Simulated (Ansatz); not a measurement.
CH9FN2Si2, SMILES N[SiH2]N[SiH2]CF.

Coordinates come from a B3LYP-D3(BJ)/def2-SVP optimisation. This is a generated structure with no PubChem entry under its InChIKey; it may be hypothetical. Other conformers were not sampled.

Two levels are set side by side: PBE/def2-SVPD (Ansatz, a quantum-chemistry and plane-wave program) and PBE0/def2-SVPD (Ansatz). Energy differences of separate SCF runs at the same geometry; the states with an electron removed or added have multiplicity 2 and 2. Differences are taken from unrounded values.

```tsv
quantity	PBE0
vertical ionisation energy (eV)	9.17
vertical singlet–triplet gap (eV)	5.87
```

Q: What does PBE give, and how far is it from PBE0? (The exact figures need the calculation; the answer reports its results.)

A: 
```
quantity                            PBE  PBE minus PBE0
---------------------------------  ----  --------------
vertical ionisation energy (eV)    8.64           -0.54
vertical singlet–triplet gap (eV)  5.24           -0.63
```
